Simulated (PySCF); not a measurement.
Geometry:
| atom | x (Å) | y (Å) | z (Å) |
| --- | --- | --- | --- |
| C1 | -1.368 | 1.043 | -1.081 |
| C2 | -1.507 | 0.446 | 0.319 |
| C3 | -1.755 | -1.047 | 0.273 |
| F4 | -0.650 | -1.701 | -0.238 |
| Si5 | 0.000 | 0.865 | 1.418 |
| Si6 | 1.953 | -0.177 | 0.640 |
| H7 | -2.281 | 0.876 | -1.676 |
| H8 | -0.531 | 0.577 | -1.624 |
| H9 | -1.185 | 2.127 | -1.048 |
| H10 | -2.378 | 0.899 | 0.829 |
| H11 | -2.612 | -1.288 | -0.382 |
| H12 | -1.960 | -1.456 | 1.278 |
| H13 | 0.173 | 2.352 | 1.434 |
| H14 | -0.277 | 0.416 | 2.821 |
| H15 | 2.040 | -0.089 | -0.850 |
| H16 | 3.157 | 0.503 | 1.215 |
| H17 | 1.980 | -1.611 | 1.056 |

Geometry: PBE0-D3(BJ)/def2-SVP; GIAO shifts from PySCF 2.14.0 with density-fitted response routines, gas phase, non-relativistic, averaged over equivalent atoms.

At CAM-B3LYP/pcSseg-1 (171 basis functions, 29 s wall time on 1 thread of an Arm Neoverse V1, shared host):
```csv
atoms,δ (ppm)
C3,89.7
C2,20.9
C1,15.6
F4,-234.5
Si5,-59.0
Si6,-108.4
H11,4.55
H12,4.55
H14,3.90
H13,3.71
H15/H16/H17,3.41
H7/H8/H9,1.27
H10,1.00
```

References, each an isolated molecule treated in the same way: ¹³C (σ = 182.45 ppm) and ²⁹Si (σ = 343.41 ppm) and ¹H (σ = 31.33 ppm) against TMS; ¹⁹F (σ = 189.10 ppm) against CFCl3.

Predict the values at PBE0/pcSseg-1 on the same geometry.

## Answers


```tsv
atoms	δ at PBE0/pcSseg-1	change
C3	88.2	-1.5
C2	21.0	+0.1
C1	16.0	+0.4
F4	-240.6	-6.1
Si5	-60.8	-1.8
Si6	-108.2	+0.2
H11	4.53	-0.02
H12	4.53	-0.02
H14	4.01	+0.11
H13	3.80	+0.09
H15/H16/H17	3.50	+0.09
H7/H8/H9	1.27	+0.00
H10	1.15	+0.15
```

Scale: TMS for ¹³C (σ = 184.41 ppm) and ²⁹Si (σ = 351.99 ppm) and ¹H (σ = 31.27 ppm); ¹⁹F (σ = 177.25 ppm) vs CFCl3 (reference shieldings calculated alike).

The largest change is at F4 (fluorine on an sp3 carbon). Cost: 171 basis functions, 22 s wall time on 1 thread of an Arm Neoverse V1, shared host. The order of the carbon signals is the same at both levels.

Unscaled 19F shifts against computed CFCl3 carry errors that often reach 10 to 50 ppm.
